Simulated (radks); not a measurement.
Values are calculated unless marked as measured or tabulated.
Problem. Isoelectronic series with 19 electrons, each ion in its NIST ground configuration. Code: a radial shooting solver on a logarithmic mesh with Libxc functionals. Model: Dirac Kohn-Sham, BLYP, spin-unpolarised, spherical densities, point nucleus; open shells fill j = l - 1/2 first. Total energies (hartree) and orbital eigenvalues (hartree) (* marks an orbital that is empty in some or all of the ions):

| ion | configuration | E (hartree) | 4s1/2* | 3p3/2 | 3p1/2 | 3s1/2 |
|---|---|---|---|---|---|---|
| K | [Ar] 4s1 | -602.31341 | -0.08250 | -0.67916 | -0.68906 | -1.28815 |
| Ca+ | [Ar] 4s1 | -680.33968 | -0.33017 | -1.26929 | -1.28358 | -1.97411 |
| Sc2+ | [Ar] 3d1 | -763.59234 | -0.59331 | -1.78763 | -1.80662 | -2.57994 |
| Ti3+ | [Ar] 3d1 | -852.08095 | -0.98731 | -2.59187 | -2.61746 | -3.48402 |
| V4+ | [Ar] 3d1 | -945.74151 | -1.45656 | -3.52465 | -3.55840 | -4.51995 |
| Cr5+ | [Ar] 3d1 | -1044.57734 | -1.99668 | -4.57874 | -4.62241 | -5.68008 |
| Mn6+ | [Ar] 3d1 | -1148.59679 | -2.60553 | -5.75097 | -5.80652 | -6.96118 |
| Fe7+ | [Ar] 3d1 | -1257.81110 | -3.28190 | -7.03957 | -7.10923 | -8.36158 |
| Co8+ | [Ar] 3d1 | -1372.23355 | -4.02504 | -8.44347 | -8.52969 | -9.88037 |
| Ni9+ | [Ar] 3d1 | -1491.87904 | -4.83448 | -9.96196 | -10.06745 | -11.51704 |
| Cu10+ | [Ar] 3d1 | -1616.76383 | -5.70992 | -11.59453 | -11.72231 | -13.27138 |
| Zn11+ | [Ar] 3d1 | -1746.90545 | -6.65119 | -13.34087 | -13.49423 | -15.14332 |
| Ga12+ | [Ar] 3d1 | -1882.32258 | -7.65819 | -15.20073 | -15.38328 | -17.13295 |
| Ge13+ | [Ar] 3d1 | -2023.03499 | -8.73089 | -17.17394 | -17.38964 | -19.24045 |
| As14+ | [Ar] 3d1 | -2169.06355 | -9.86934 | -19.26043 | -19.51354 | -21.46605 |
| Se15+ | [Ar] 3d1 | -2320.43017 | -11.07358 | -21.46012 | -21.75531 | -23.81009 |
| Br16+ | [Ar] 3d1 | -2477.15782 | -12.34373 | -23.77299 | -24.11529 | -26.27295 |
| Kr17+ | [Ar] 3d1 | -2639.27053 | -13.67992 | -26.19907 | -26.59389 | -28.85504 |
| Sr19+ | [Ar] 3d1 | -2979.75256 | -16.55107 | -31.39096 | -31.90882 | -34.37884 |
| Zr21+ | [Ar] 3d1 | -3342.08996 | -19.68858 | -37.03629 | -37.70417 | -40.38576 |
| Nb22+ | [Ar] 3d1 | -3531.52604 | -21.35779 | -40.02923 | -40.78343 | -43.57187 |

Estimate the row of Rb18+ ([Ar] 3d1).

Solution. E (hartree) -2806.79339; 4s1/2* -15.08231; 3p3/2 -28.73837; 3p1/2 -29.19157; 3s1/2 -31.55683.
